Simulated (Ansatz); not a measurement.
`C[O][W](=[O])(=[O])[F]` + `[SH][GaH2]` → `[CH3][GaH][SH]` + `[O]=[W](=[O])([OH])[F]`  (formal exchange of groups at a C–O bond)

Calculated with Ansatz (gas phase, PBE0-D4/def2-TZVP geometries, no zero-point term in ΔE). CBS: MP2 limit from def2 TZ/QZ plus the TZ coupled-cluster correction, frozen cores. DFT in def2-TZVPP. HSE06 is defined as in plane-wave codes. Elements past krypton have def2 core potentials. For Ga, W outer-core shells are correlated without core-valence functions, which leaves a few kJ/mol of doubt a bond. Scalar relativity is left out up to krypton. One conformer a species, not always the lowest.

`C[O][W](=[O])(=[O])[F]`:

```xyz
9

C    -1.533   -0.405    0.185
O    -0.404    0.179   -0.426
W     1.418    0.404   -0.234
O     2.228   -0.754   -1.184
O     1.835    0.109    1.388
F     1.939    2.121   -0.733
H    -2.401    0.218   -0.035
H    -1.691   -1.404   -0.226
H    -1.392   -0.469    1.266
```

`[SH][GaH2]`:

```xyz
5

S    -1.118    0.964   -0.609
Ga    0.511   -0.081    0.435
H    -1.456   -0.084   -1.378
H     1.267    0.768    1.501
H     0.796   -1.566    0.051
```

`[CH3][GaH][SH]`:

```xyz
8

C     0.514    0.505   -0.915
Ga   -0.917   -0.156    0.251
S    -0.410   -1.171    2.145
H     0.410    0.074   -1.914
H     1.502    0.260   -0.527
H     0.436    1.590   -1.018
H    -2.454   -0.041   -0.009
H     0.919   -1.062    1.987
```

`[O]=[W](=[O])([OH])[F]`:

```xyz
6

O    -0.042    1.694   -0.956
W    -0.341    0.226   -0.153
O    -0.934    0.594    1.395
O     1.274   -0.707   -0.002
F    -1.612   -0.751   -1.091
H     1.655   -1.056    0.807
```

```tsv
level	ΔE (kJ/mol)	difference from CCSD(T)/CBS
PBE-D4	-76.4	7.1
r2SCAN-D4	-77.9	5.6
HSE06-D4	-77.6	5.9
ωB97X-V	-73.3	10.2
PBE	-76.4	7.1
PBE0	-77.7	5.8
LC-ωPBE	-78.8	4.7
CCSD/def2-TZVPP	-77.6	5.9
HF/def2-QZVPP	-60.3	23.2
SCS-MP2/def2-QZVPP	-80.0	3.5
CCSD(T)/CBS	-83.5	0
```

Largest T1 diagnostic among the species: 0.023, so the coupled-cluster value is less sure than usual.

Leaving LDA and LC-ωPBE aside and taking each functional with its dispersion term where it has one, the values, not all of them listed here, spread over 11.2 kJ/mol, from PBE-QIDH to B97M-V. At CCSD(T), def2-SVP lies +28.7 kJ/mol from the extrapolated value and def2-TZVPP +5.4 kJ/mol.
